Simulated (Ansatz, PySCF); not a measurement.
Process, species as SMILES: C[SiH2][Si](C)(C)Cl + 4 [SiH4] (SiH4) → 3 C[SiH3] + [SiH3]Cl + [SiH3][SiH3]
Each molecule is optimised on its own at B3LYP-D3(BJ)/def2-TZVP (Ansatz, a program for electronic structure), one conformer each, not searched for the lowest.
Geometry of the first species:
```
Si
C 1 1.8705
H 2 1.0906 1 111.10
H 2 1.0919 3 108.29 1 121.77
H 2 1.0930 3 108.20 4 117.16
C 1 1.8723 2 110.95 3 176.86
H 6 1.0909 1 111.21 2 -176.86
H 6 1.0919 7 108.13 1 -121.71
H 6 1.0930 7 108.22 8 -117.09
Cl 1 2.1001 2 107.49 3 60.13
Si 1 2.3432 2 113.25 3 -56.05
H 11 1.4859 1 108.97 2 50.45
H 11 1.4889 12 107.37 1 118.14
C 11 1.8810 12 110.49 13 120.22
H 14 1.0910 11 110.22 12 63.17
H 14 1.0912 15 108.38 11 121.94
H 14 1.0915 15 108.01 16 116.87
```
Charge 0, spin multiplicity 1.

Property: bond separation energy (0 K, with B3LYP-D3(BJ) harmonic zero-point energies from PySCF), in kcal/mol. Correlated levels leave the core frozen unless marked. No spin-orbit coupling. No relativistic terms. CBS(X,Y): correlation extrapolated as X^-3; Hartree-Fock from the larger set. The bracket is a focal-point correction in the basis named.

```tsv
level	program	bond separation energy (kcal/mol)
HF/cc-pV(T+d)Z	Ansatz	2.3
SVWN5/def2-TZVPD	Ansatz	6.4
PBE/def2-TZVPD	Ansatz	4.2
revPBE-D3(BJ)/def2-TZVPD	Ansatz + dftd3	7.4
r2SCAN-D3(BJ)/def2-TZVPD	Ansatz + dftd3	6.2
CCSD/6-31G*	Ansatz	6.8
RI-MP2/CBS(cc-pV(T+d)Z,cc-pV(Q+d)Z)+[CCSD(T)-MP2]/cc-pV(T+d)Z	Ansatz	6.2
```
